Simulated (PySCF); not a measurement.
**Bond length, frequency and bond energy of PbN by level of theory**

State: ²Π (doublet), unpaired electrons π ↑. Set-up: Pb def2-SVPD with ECP60, N def2-SVPD; scalar-relativistic core potentials (PySCF 2.14). De refers to Pb + N in their high-spin ground configurations, without counterpoise correction. The functionals are run spin-unrestricted. A positive dipole means Pb(−)N(+). Levels whose curve was spin-contaminated or gave no clean fit are not listed.

| Level | Re (Å) | ωe (cm⁻¹) | De (eV) | μ (D) | CPU s a point (SCF and correlation, without the integrals) |
| --- | --- | --- | --- | --- | --- |
| ROHF | 2.008 | 742 | -1.46 | -4.76 | 0.8 |
| ROHF-CCSD | 2.086 | 595 | 1.39 | n/a | n/a |
| LDA | 2.058 | 640 | 3.43 | -3.52 | 1.1 |
| PBE | 2.087 | 606 | 2.86 | -3.65 | 2 |
| BLYP | 2.103 | 591 | 2.93 | -3.69 | 1 |
| TPSS | 2.088 | 585 | 2.60 | -3.67 | 1.4 |

Q: What does the gradient correction do here, going from LDA to PBE?

A: PBE less LDA: +2.9 pm in Re, -5.3 % in ωe, -0.57 eV in De. The gradient correction favours the more uneven density of free atoms, so it tends to lengthen bonds and takes away much of the overbinding of LDA; so it does here.

Correlated steps freeze 5 core orbitals. Correlated levels converge slowly with the basis: in double zeta they bind strong bonds too weakly, by up to about 1 eV, and carry superposition errors of some tenths. These are scalar-relativistic numbers at best; spin–orbit coupling would shift them, the dissociation energy most. The CCSD T1 diagnostic is raised, a sign that a single reference may not be enough here. UHF is strongly spin-contaminated for PbN, so the ROHF reference used there is far from stable. A negative De means that the minimum lies above the separated atoms at that level. The state is the lowest determinant that a PBE0 search found; another state may lie lower at other levels.

The whole job (state search and all levels along the bond) took about 4 min on 1 thread of Oxide Virtual Turin-like (shared host), peak memory 0.59 GiB.
